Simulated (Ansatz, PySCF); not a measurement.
Gas-phase reaction (SMILES): FC(F)CC(F)(F)F → F atom + F[CH]CC(F)(F)F; the C-F bond at the site shown breaks (other sites are not compared here).

Each molecule is optimised on its own at B3LYP-D3(BJ)/def2-TZVP (Ansatz, a quantum-chemistry and plane-wave program), one conformer each, not searched for the lowest. Valence correlation only, unless marked. UHF or UKS for open shells. Spin-orbit coupling is left out. Non-relativistic. CBS marks a two-point X^-3 extrapolation of the correlation energy; Hartree-Fock from the larger set. Thermal terms are rigid-rotor harmonic-oscillator values from B3LYP-D3(BJ) frequencies (Ansatz or PySCF) at 298.15 K and 1 atm. 1 Eh = 627.5095 kcal/mol. Atoms have translation alone.

```csv
species,"E, CCSD(T)/CBS(cc-pVTZ,cc-pVQZ) (Ansatz) (Eh)","E, PBE0-D4/def2-TZVPD (Ansatz + dftd4) (Eh)",H - E (Eh)
FC(F)CC(F)(F)F,-614.91160,-615.02888,0.07424
F atom,-99.66606,-99.67703,0.00236
F[CH]CC(F)(F)F,-515.04826,-515.16235,0.06717
```

Q: Work out ΔE and ΔH at 298.15 K at the first level, then ΔH at the second.

A: 
1. ΔE = [(-99.66606) + (-515.04826)] - [(-614.91160)] = 0.19728 Eh = 123.8 kcal/mol at CCSD(T)/CBS(cc-pVTZ,cc-pVQZ).
2. The terms H - E add up to -0.00471 Eh, so ΔH = (0.19728 + (-0.00471))×627.5095 = 120.8 kcal/mol.
3. At PBE0-D4/def2-TZVPD the same steps give ΔE = 118.9 and ΔH = 116.0 kcal/mol, a shift of -4.8 from the first level.
4. These values are not checked against measurement here, since the tables used lack a sound gas-phase enthalpy of formation for at least one species.
